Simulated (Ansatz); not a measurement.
One change: `[CH3][Nb](=[NH])([F])[Cl]` becomes `[NH]=[Nb]([NH2])([F])[Cl]`.

Ansatz, PBE0-D4/def2-TZVP geometries, multiplicity 1. Each molecule was computed in one conformer, which needn't be the lowest.

Elements past krypton have def2 core potentials.

| property | `[CH3][Nb](=[NH])([F])[Cl]` |
| --- | --- |
| zero-point energy (PBE0-D4/def2-TZVP) / kJ/mol | 136.9 |
| LUMO energy (B3LYP/def2-TZVPP) / eV | -2.37 |
| HOMO energy (B3LYP/def2-TZVPP) / eV | -8.13 |
| HOMO energy (PBE0/def2-TZVPP) / eV | -8.38 |
| ideal-gas entropy at 298 K and 1 bar (rigid rotor, harmonic PBE0-D4/def2-TZVP) / J/(mol·K) | 371 |
| HOMO–LUMO gap (PBE0/def2-TZVPP) / eV | 6.25 |

Question: What does the change do to each property? (Estimate.)

Answer: Ansatz gave: 
| property | `[NH]=[Nb]([NH2])([F])[Cl]` | shift |
| --- | --- | --- |
| zero-point energy (PBE0-D4/def2-TZVP) / kJ/mol | 112.6 | -24.3 |
| LUMO energy (B3LYP/def2-TZVPP) / eV | -1.81 | 0.56 |
| HOMO energy (B3LYP/def2-TZVPP) / eV | -8.03 | 0.10 |
| HOMO energy (PBE0/def2-TZVPP) / eV | -8.29 | 0.09 |
| ideal-gas entropy at 298 K and 1 bar (rigid rotor, harmonic PBE0-D4/def2-TZVP) / J/(mol·K) | 358 | -13 |
| HOMO–LUMO gap (PBE0/def2-TZVPP) / eV | 6.71 | 0.46 |

With PBE0 the HOMO rises by 0.09 eV and the LUMO rises by 0.55 eV, so the gap widens by about 0.46 eV. PBE moves the HOMO by 0.13 eV and ωB97M-V by 0.09 eV. The zero-point energy changes by -24.3 kJ/mol with -3 modes.

B3LYP here is the variant with VWN-RPA as its local correlation; programs differ in this.
